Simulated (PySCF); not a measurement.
Species: C8H12P2.
SMILES with atom numbers: `[CH3:1][c:2]1[cH:3][c:4]([CH:5]([CH3:6])[CH3:7])[p:8][cH:9][p:10]1`

Cartesian coordinates in Å at the GFN2-xTB level; atoms count from 1:
```xyz
22
C8H12P2 angstrom
C     -3.058   -1.650    0.421
C     -2.090   -0.759   -0.309
C     -0.841   -0.563    0.262
C      0.221    0.196   -0.190
C      1.480    0.249    0.649
C      1.730    1.677    1.134
C      2.681   -0.260   -0.149
P      0.253    1.135   -1.668
C     -1.310    0.861   -2.338
P     -2.664   -0.071   -1.805
H     -3.263   -1.261    1.418
H     -2.643   -2.652    0.535
H     -3.999   -1.725   -0.122
H     -0.681   -1.085    1.203
H      1.345   -0.395    1.525
H      0.875    2.042    1.701
H      2.611    1.714    1.770
H      1.886    2.339    0.283
H      3.575   -0.260    0.471
H      2.856    0.382   -1.011
H      2.502   -1.274   -0.502
H     -1.477    1.377   -3.281
```

Probes without a nucleus sit at each ring's centroid and 1 Å off its mean plane on both sides; NICS is minus the shielding there, NICSzz its component along the normal. Level: GIAO PBE0/pcSseg-1 (PySCF, non-relativistic, gas phase) on the GFN2-xTB geometry, one conformer.

Ring bond lengths (Å), with Mayer bond orders in brackets: C2–C3 1.387 (1.38), C3–C4 1.382 (1.44), C4–P8 1.751 (1.26), P8–C9 1.723 (1.35), C9–P10 1.727 (1.30), P10–C2 1.743 (1.31).

Problem. Give the NICS values of each ring in ppm.

Solution. 
```csv
ring,type,NICS(0),"NICS(1), two faces","NICS(1)zz, two faces",rms pucker (Å),"centre to ring atoms, mean (Å)"
C2–C3–C4–P8–C9–P10,6-membered ring with 2 P; formal bonds all aromatic,-6.5,-9.8 / -9.8,-23.6 / -23.6,0.00,1.61
```

Problem. What do they say, and how far can they be read as aromaticity?

Solution. 
- C2–C3–C4–P8–C9–P10: mean NICS(1)zz -23.6 ppm, shielded.

Problem. How equal are the bonds by HOMA? Use HOMA with the parameters of Krygowski (1993).

Solution. 
- C2–C3–C4–P8–C9–P10: HOMA 0.87; the largest term is that of C4–P8, α(R − Ropt)² = 0.33.

Problem. At the first NICS(1) probe listed for ring C2–C3–C4–P8–C9–P10, 1 Å off the ring, how large is the induced field along the normal in 7.05 T applied along it?

Solution. NICSzz × B0 = -23.6 ppm × 7.05 T = -166 μT, against the applied field.

Problem. List the ring angles and the Hirshfeld charges of the ring atoms.

Solution. 
- C2–C3–C4–P8–C9–P10: C2 126.4° (-0.040 e), C3 129.4° (-0.047 e), C4 125.8° (-0.034 e), P8 103.1° (+0.112 e), C9 132.6° (-0.173 e), P10 102.7° (+0.086 e); sum 720.0° against 720° for a flat convex ring.

Problem. How shielded are the nuclei of the rings and their hydrogens (means over atoms taken as equivalent)?

Solution. 
| atoms | environment | σ isotropic (ppm) | principal values of the symmetric part, first atom (ppm) |
| --- | --- | --- | --- |
| C2 | substituted aromatic carbon | 6.9 | -154.0, -6.0, 180.7 |
| C3 | aromatic CH carbon | 46.3 | -54.2, 50.6, 142.5 |
| C4 | substituted aromatic carbon | -7.7 | -153.3, -39.1, 169.1 |
| P8 | phosphorus bonded to 2 C | 65.8 | -262.4, -82.5, 542.4 |
| C9 | aromatic CH carbon | -8.7 | -227.9, 14.4, 187.5 |
| P10 | phosphorus bonded to 2 C | 71.9 | -207.7, -64.7, 488.1 |
| H14 | aromatic hydrogen | 23.47 | 18.3, 21.4, 30.7 |
| H22 | aromatic hydrogen | 20.91 | 15.5, 20.5, 26.7 |
